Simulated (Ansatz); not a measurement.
F2Zn (SMILES [F][Zn][F]) moved off its minimum; all values from Ansatz (a program for electronic structure), cores frozen in correlated methods.
(charge 0, multiplicity 1)
```xyz
3

Zn     0.16619     0.03495     0.02096
F     -0.00646     0.02101     1.69019
F      0.04708     0.04698    -1.74213
```

Forces at MP2/def2-TZVPPD (eV/Å):

| atom | Fx | Fy | Fz |
|---|---|---|---|
| Zn1 | -0.257 | 0.015 | -2.394 |
| F2 | 0.025 | -0.011 | 1.548 |
| F3 | 0.232 | -0.004 | 0.846 |

Task: Give the forces (eV/Å), the total energy and the dipole at CCSD(T)/def2-TZVPPD.

Result: 
```tsv
atom	Fx	Fy	Fz
Zn1	-0.214	0.016	-2.437
F2	-0.002	-0.013	1.734
F3	0.216	-0.003	0.702
```
Energy -1977.8215 hartree, dipole 0.85 D.
